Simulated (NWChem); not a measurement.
All runs are NWChem calculations. System: CH₃FSn, charge 0, spin multiplicity 1, at a geometry optimised with PBE/def2-SVP with def2 effective core potentials on Sn. The structure started from a generated list of species. Level: r2SCAN/def2-TZVP with def2 effective core potentials on Sn.

The NWChem input:

```
start mol
memory heap 200 mb stack 800 mb global 1000 mb
geometry units angstroms nocenter noautoz
  Sn     0.364313     0.145123     0.000000
  F     -1.348378     1.153834     0.000000
  C     -0.619786    -1.845609     0.000000
  H     -0.321235    -2.430597    -0.896450
  H     -1.719050    -1.705818     0.000000
  H     -0.321235    -2.430597     0.896450
  symmetry group Cs
end
basis spherical
  * library def2-tzvp
end
ecp
  Sn library def2-ecp
end
dft
  xc r2scan
  semidirect memsize 60000000 filesize 0
  iterations 100
  grid fine
end
task dft energy
```

Output (cleaned and shortened):

```
             Northwest Computational Chemistry Package (NWChem) 7.3.0
             --------------------------------------------------------

                                NWChem Input Module
                                -------------------

 Scaling coordinates for geometry "geometry" by  1.889725989
 (inverse scale =  0.529177249)

 Turning off AUTOSYM since
 SYMMETRY directive was detected!

                             Geometry "geometry" -> ""
                             -------------------------

 Output coordinates in angstroms (scale by  1.889725989 to convert to a.u.)

  No.       Tag          Charge          X              Y              Z
 ---- ---------------- ---------- -------------- -------------- --------------
    1 Sn                  50.0000     0.36431300     0.14512300     0.00000000
    2 F                    9.0000    -1.34837800     1.15383400     0.00000000
    3 C                    6.0000    -0.61978600    -1.84560900     0.00000000
    4 H                    1.0000    -0.32123500    -2.43059700    -0.89645000
    5 H                    1.0000    -1.71905000    -1.70581800     0.00000000
    6 H                    1.0000    -0.32123500    -2.43059700     0.89645000

 Effective nuclear repulsion energy (a.u.)     242.4560696654

            Nuclear Dipole moment (a.u.)
            ----------------------------
        X                 Y               Z
 ---------------- ---------------- ----------------
     0.0000226767    -0.0000188973     0.0000000000

      Symmetry information
      --------------------

 Group name             Cs
 Group number              2
 Group order               2
 No. of unique centers     5

      Symmetry unique atoms

     1    2    3    4    5


 Summary of "ao basis" -> "" (spherical)
 ------------------------------------------------------------------------------
       Tag                 Description            Shells   Functions and Types
 ---------------- ------------------------------  ------  ---------------------
 *                         def2-tzvp                  on all atoms

                                 NWChem DFT Module
                                 -----------------

 Summary of "ao basis" -> "ao basis" (spherical)
 ------------------------------------------------------------------------------
       Tag                 Description            Shells   Functions and Types
 ---------------- ------------------------------  ------  ---------------------
 Sn                        def2-tzvp                16       50   6s5p3d2f
 F                         def2-tzvp                11       31   5s3p2d1f
 C                         def2-tzvp                11       31   5s3p2d1f
 H                         def2-tzvp                 4        6   3s1p

 Summary of "ao basis" -> "ao basis" (spherical)
 ------------------------------------------------------------------------------
       Tag                 Description            Shells   Functions and Types
 ---------------- ------------------------------  ------  ---------------------
 Sn                        def2-tzvp                16       50   6s5p3d2f
 F                         def2-tzvp                11       31   5s3p2d1f
 C                         def2-tzvp                11       31   5s3p2d1f
 H                         def2-tzvp                 4        6   3s1p

      Symmetry analysis of basis
      --------------------------

        a'         86
        a"         44

            General Information
            -------------------
          SCF calculation type: DFT
          Wavefunction type:  closed shell.
          No. of atoms     :     6
          No. of electrons :    40
           Alpha electrons :    20
            Beta electrons :    20
          Charge           :     0
          Spin multiplicity:     1
          Use of symmetry is: on ; symmetry adaption is: on
          Maximum number of iterations: 100
          AO basis - number of functions:   130
                     number of shells:    50
          Convergence on energy requested:  1.00D-06
          Convergence on density requested:  1.00D-05
          Convergence on gradient requested:  5.00D-04

              XC Information
              --------------
                      r^2SCAN Method XC Functional
               r^2SCAN metaGGA Exchange Functional  1.000
                     r^2SCAN Correlation Potential  1.000

             Grid Information
             ----------------
          Grid used for XC integration:  fine
          Radial quadrature: Mura-Knowles
          Angular quadrature: Lebedev.
          Tag              B.-S. Rad. Rad. Pts. Rad. Cut. Ang. Pts.
          ---              ---------- --------- --------- ---------
          Sn                  1.45      141          10.0       974
          F                   0.50       70          11.0       590
          C                   0.70       70          10.0       590
          H                   0.35       60          11.0       590
          Grid pruning is: on
          Number of quadrature shells:   401
          Spatial weights used:  Erf1

          Convergence Information
          -----------------------
          Convergence aids based upon iterative change in
          total energy or number of iterations.
          Levelshifting, if invoked, occurs when the
          HOMO/LUMO gap drops below (HL_TOL):  1.00D-02
          DIIS, if invoked, will attempt to extrapolate
          using up to (NFOCK): 10 stored Fock matrices.

                    Damping( 0%)  Levelshifting(0.5)       DIIS
                  --------------- ------------------- ---------------
          dE  on:    start            ASAP                start
          dE off:    2 iters        100 iters           100 iters

      Screening Tolerance Information
      -------------------------------
          Density screening/tol_rho:  1.00D-10
          AO Gaussian exp screening on grid/accAOfunc:  14
          CD Gaussian exp screening on grid/accCDfunc:  20
          XC Gaussian exp screening on grid/accXCfunc:  20
          Schwarz screening/accCoul:  1.00D-08

      Superposition of Atomic Density Guess
      -------------------------------------

 Sum of atomic energies:        -387.70093787

      Non-variational initial energy
      ------------------------------

 Total energy =    -352.337951
 1-e energy   =    -804.959499
 2-e energy   =     333.143805
 HOMO         =      -0.243705
 LUMO         =      -0.057156

      Symmetry analysis of molecular orbitals - initial
      -------------------------------------------------

  Numbering of irreducible representations:

     1 a'          2 a"

  Orbital symmetries:

     1 a'          2 a'          3 a'          4 a'          5 a'
     6 a"          7 a'          8 a'          9 a'         10 a"
    11 a"         12 a'         13 a'         14 a'         15 a'
    16 a"         17 a'         18 a"         19 a'         20 a'
    21 a"         22 a'         23 a'         24 a'         25 a"
    26 a'         27 a"         28 a'         29 a'         30 a'

------------------------------------------------------------
EAF file 0: "./mol.aoints.0" size=524288 bytes
------------------------------------------------------------
               write      read    awrite     aread      wait
               -----      ----    ------     -----      ----
     calls:        1         0         0         0         0
   data(b): 5.24e+05  0.00e+00  0.00e+00  0.00e+00
   time(s): 0.00e+00  0.00e+00  0.00e+00  0.00e+00  0.00e+00
rate(mb/s): 0.00e+00  0.00e+00
------------------------------------------------------------

   convergence    iter        energy       DeltaE   RMS-Dens  Diis-err    time
 ---------------- ----- ----------------- --------- --------- ---------  ------
 d= 0,ls=0.0,diis     1   -354.0554695580 -4.74D+02  2.44D-02  8.79D-01     5.7
 d= 0,ls=0.0,diis     2   -352.1993653568  1.86D+00  1.29D-02  1.77D+01     6.7
 d= 0,ls=0.0,diis     3   -354.1481173393 -1.95D+00  3.38D-03  8.77D-02     7.8
 d= 0,ls=0.0,diis     4   -354.1434920367  4.63D-03  1.73D-03  1.35D-01     8.8
 d= 0,ls=0.0,diis     5   -354.1610426298 -1.76D-02  2.16D-04  7.85D-04     9.8
  Resetting Diis
 d= 0,ls=0.0,diis     6   -354.1611399674 -9.73D-05  5.87D-05  8.78D-05    10.8
 d= 0,ls=0.0,diis     7   -354.1611475596 -7.59D-06  3.43D-05  8.59D-06    11.9
 d= 0,ls=0.0,diis     8   -354.1611456155  1.94D-06  2.01D-05  3.16D-05    12.9
 d= 0,ls=0.0,diis     9   -354.1611481933 -2.58D-06  5.52D-06  1.20D-06    13.9
 d= 0,ls=0.0,diis    10   -354.1611482957 -1.02D-07  7.14D-07  1.94D-08    14.9

         Total DFT energy =     -354.161148295710
      One electron energy =     -807.812643745047
           Coulomb energy =      369.261825395119
    Exchange-Corr. energy =      -35.088073517282
 Nuclear repulsion energy =      119.477743571500

 Numeric. integr. density =       40.000000475177

     Total iterative time =     13.7s

                  Occupations of the irreducible representations
                  ----------------------------------------------

                     irrep           alpha         beta
                     --------     --------     --------
                     a'               15.0         15.0
                     a"                5.0          5.0

                       DFT Final Molecular Orbital Analysis
                       ------------------------------------

 Vector   18  Occ=2.000000D+00  E=-3.220630D-01  Symmetry=a"
              MO Center= -1.3D+00,  1.1D+00, -1.2D-13, r^2= 8.6D-01
   Bfn.  Coefficient  Atom+Function         Bfn.  Coefficient  Atom+Function
  ----- ------------  ---------------      ----- ------------  ---------------
    58      0.477125  2 F  pz                61      0.390526  2 F  pz
    64      0.280014  2 F  pz                18      0.078430  1 Sn pz
    12     -0.072263  1 Sn pz                15      0.066453  1 Sn pz
    25     -0.052908  1 Sn d  1              89     -0.039839  3 C  pz
    23     -0.037443  1 Sn d -1              21      0.031481  1 Sn pz

 Vector   19  Occ=2.000000D+00  E=-3.112953D-01  Symmetry=a'
              MO Center= -8.6D-01,  6.7D-01, -1.2D-14, r^2= 2.5D+00
   Bfn.  Coefficient  Atom+Function         Bfn.  Coefficient  Atom+Function
  ----- ------------  ---------------      ----- ------------  ---------------
    57      0.422148  2 F  py                60      0.346416  2 F  py
    63      0.245760  2 F  py                 5      0.242167  1 Sn s
     6      0.210677  1 Sn s                  2      0.197962  1 Sn s
     3     -0.166098  1 Sn s                  1     -0.124988  1 Sn s
    10     -0.116119  1 Sn px                13      0.108869  1 Sn px

 Vector   20  Occ=2.000000D+00  E=-2.163809D-01  Symmetry=a'
              MO Center=  9.8D-02, -4.3D-01, -1.5D-14, r^2= 3.6D+00
   Bfn.  Coefficient  Atom+Function         Bfn.  Coefficient  Atom+Function
  ----- ------------  ---------------      ----- ------------  ---------------
     6      0.404908  1 Sn s                  5      0.253997  1 Sn s
    88     -0.230983  3 C  py                91     -0.223327  3 C  py
     2      0.214519  1 Sn s                 86     -0.202669  3 C  s
    16      0.188989  1 Sn px                10     -0.183865  1 Sn px
     3     -0.181852  1 Sn s                 11     -0.179649  1 Sn py

 Vector   21  Occ=0.000000D+00  E=-1.179019D-01  Symmetry=a"
              MO Center=  4.0D-01,  1.3D-01,  1.5D-15, r^2= 3.3D+00
   Bfn.  Coefficient  Atom+Function         Bfn.  Coefficient  Atom+Function
  ----- ------------  ---------------      ----- ------------  ---------------
    18      0.564876  1 Sn pz                12     -0.368143  1 Sn pz
    15      0.348983  1 Sn pz                21      0.273892  1 Sn pz
    58     -0.129619  2 F  pz                64     -0.108391  2 F  pz
    61     -0.098475  2 F  pz               115      0.082733  4 H  s
   127     -0.082733  6 H  s                 35     -0.054488  1 Sn d  1

 Vector   22  Occ=0.000000D+00  E=-3.293906D-02  Symmetry=a'
              MO Center=  5.3D-01,  1.3D-01,  3.6D-14, r^2= 4.5D+00
   Bfn.  Coefficient  Atom+Function         Bfn.  Coefficient  Atom+Function
  ----- ------------  ---------------      ----- ------------  ---------------
    20      0.406484  1 Sn py                19     -0.349664  1 Sn px
    17      0.312447  1 Sn py                16     -0.248303  1 Sn px
   121     -0.236064  5 H  s                 86      0.204691  3 C  s
    11     -0.203412  1 Sn py                13     -0.203695  1 Sn px
    10      0.201635  1 Sn px                14      0.201074  1 Sn py

 Vector   23  Occ=0.000000D+00  E= 1.611782D-02  Symmetry=a'
              MO Center=  1.8D-01, -4.1D-01,  9.6D-16, r^2= 6.9D+00
   Bfn.  Coefficient  Atom+Function         Bfn.  Coefficient  Atom+Function
  ----- ------------  ---------------      ----- ------------  ---------------
    86      1.653286  3 C  s                  6     -0.867342  1 Sn s
    20      0.583710  1 Sn py                19      0.511432  1 Sn px
   115     -0.498869  4 H  s                127     -0.498869  6 H  s
    17      0.490855  1 Sn py                16      0.352013  1 Sn px
    94      0.309559  3 C  py                93      0.299172  3 C  px

 center of mass
 --------------
 x =   0.09352254 y =   0.12768970 z =   0.00000000

 moments of inertia (a.u.)
 ------------------
         301.463453221747          19.914455337628           0.000000000000
          19.914455337628         211.526350569689           0.000000000000
           0.000000000000           0.000000000000         501.420827443017

     Multipole analysis of the density
     ---------------------------------

     L   x y z        total         alpha         beta         nuclear
     -   - - -        -----         -----         ----         -------
     0   0 0 0      0.000000    -20.000000    -20.000000     40.000000

     1   1 0 0      0.930359     10.103493     10.103493    -19.276626
     1   0 1 0     -0.623296      3.527759      3.527759     -7.678815
     1   0 0 1      0.000000      0.000000      0.000000      0.000000

     2   2 0 0    -29.856224    -59.118892    -59.118892     88.381560
     2   1 1 0      1.190219      3.240960      3.240960     -5.291701
     2   1 0 1      0.000000      0.000000      0.000000      0.000000
     2   0 2 0    -29.468518    -99.740562    -99.740562    170.012606
     2   0 1 1      0.000000      0.000000      0.000000      0.000000
     2   0 0 2    -24.242772    -14.991174    -14.991174      5.739576

 Task  times  cpu:       14.9s     wall:       14.9s

 Total times  cpu:       15.0s     wall:       15.0s
```
